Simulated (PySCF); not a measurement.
C₂H₂F₃, SMILES [CH2]C(F)(F)F, multiplicity 2. Coordinates come from a PBE-D3(BJ)/def2-SVP optimisation. The isomer is the one that the SMILES or the coordinates give; other isomers of the formula were not compared.

Computed equilibrium geometry at PBE-D3(BJ)/def2-SVP (PySCF confirms it by a frequency run) as bond lengths and angles, and its point group:
point group Cs.
Atoms: C1 C2 F3 F4 F5 H6 H7. Bonded distances (Å): C1–C2 1.484, C1–H6 1.098, C1–H7 1.098, C2–F3 1.355, C2–F4 1.355, C2–F5 1.365. Angles (°): C2–C1–H6 119.1, C2–C1–H7 119.1, H6–C1–H7 121.1, C1–C2–F3 111.7, C1–C2–F4 111.7, C1–C2–F5 111.6, F3–C2–F4 108.0, F3–C2–F5 106.8, F4–C2–F5 106.8.
Charge 0, spin multiplicity 2.
